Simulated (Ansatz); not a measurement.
Program: Ansatz. Geometries: PBE0-D4/def2-TZVP. ΔE: electronic, gas phase. CCSD(T)/CBS adds triple-zeta CCSD(T) − MP2 to the extrapolated MP2 energy (def2 sets, frozen cores). This one scheme is used for every species. DFT in def2-TZVPP. B3LYP here is the variant with VWN-RPA as its local correlation; programs differ in this. Each species was taken in one conformer, which may not be the lowest.

Reaction (substitution at a C–Si bond): `O[SiH2]C1=NC1` + CH₃OH → `COC1=NC1` + silanol

```json
{"level": "PBE-D4", "ΔE (kJ/mol)": "31.4", "difference from CCSD(T)/CBS": "-14.2"}
{"level": "r2SCAN-D4", "ΔE (kJ/mol)": "31.2", "difference from CCSD(T)/CBS": "-14.4"}
{"level": "PBE0-D4", "ΔE (kJ/mol)": "34.4", "difference from CCSD(T)/CBS": "-11.2"}
{"level": "B3LYP-D4", "ΔE (kJ/mol)": "33.9", "difference from CCSD(T)/CBS": "-11.7"}
{"level": "ωB97X-V", "ΔE (kJ/mol)": "33.3", "difference from CCSD(T)/CBS": "-12.3"}
{"level": "ωB97M-V", "ΔE (kJ/mol)": "38.0", "difference from CCSD(T)/CBS": "-7.6"}
{"level": "B2PLYP", "ΔE (kJ/mol)": "35.2", "difference from CCSD(T)/CBS": "-10.4"}
{"level": "PBE", "ΔE (kJ/mol)": "30.4", "difference from CCSD(T)/CBS": "-15.2"}
{"level": "r2SCAN", "ΔE (kJ/mol)": "30.9", "difference from CCSD(T)/CBS": "-14.7"}
{"level": "PBE0", "ΔE (kJ/mol)": "33.4", "difference from CCSD(T)/CBS": "-12.2"}
{"level": "B3LYP", "ΔE (kJ/mol)": "32.3", "difference from CCSD(T)/CBS": "-13.3"}
{"level": "HF/def2-TZVPP", "ΔE (kJ/mol)": "31.5", "difference from CCSD(T)/CBS": "-14.1"}
{"level": "MP2/def2-TZVPP", "ΔE (kJ/mol)": "41.7", "difference from CCSD(T)/CBS": "-3.9"}
{"level": "SCS-MP2/def2-TZVPP", "ΔE (kJ/mol)": "40.3", "difference from CCSD(T)/CBS": "-5.3"}
{"level": "CCSD/def2-TZVPP", "ΔE (kJ/mol)": "41.2", "difference from CCSD(T)/CBS": "-4.4"}
{"level": "CCSD(T)/def2-TZVPP", "ΔE (kJ/mol)": "40.0", "difference from CCSD(T)/CBS": "-5.6"}
{"level": "HF/def2-QZVPP", "ΔE (kJ/mol)": "32.0", "difference from CCSD(T)/CBS": "-13.6"}
{"level": "MP2/def2-QZVPP", "ΔE (kJ/mol)": "45.0", "difference from CCSD(T)/CBS": "-0.6"}
{"level": "SCS-MP2/def2-QZVPP", "ΔE (kJ/mol)": "43.9", "difference from CCSD(T)/CBS": "-1.7"}
{"level": "HF/CBS(def2)", "ΔE (kJ/mol)": "32.1", "difference from CCSD(T)/CBS": "-13.5"}
{"level": "MP2/CBS(def2)", "ΔE (kJ/mol)": "47.2", "difference from CCSD(T)/CBS": "1.6"}
{"level": "CCSD/CBS(def2)", "ΔE (kJ/mol)": "46.8", "difference from CCSD(T)/CBS": "1.2"}
{"level": "CCSD(T)/CBS", "ΔE (kJ/mol)": "45.6", "difference from CCSD(T)/CBS": "0"}
```

Largest T1 diagnostic among the species: 0.013.

In def2-TZVPP, CCSD(T) changes the Hartree–Fock value by +8.5 kJ/mol (the triples alone add −1.2 kJ/mol) and MP2 by +10.2 kJ/mol.
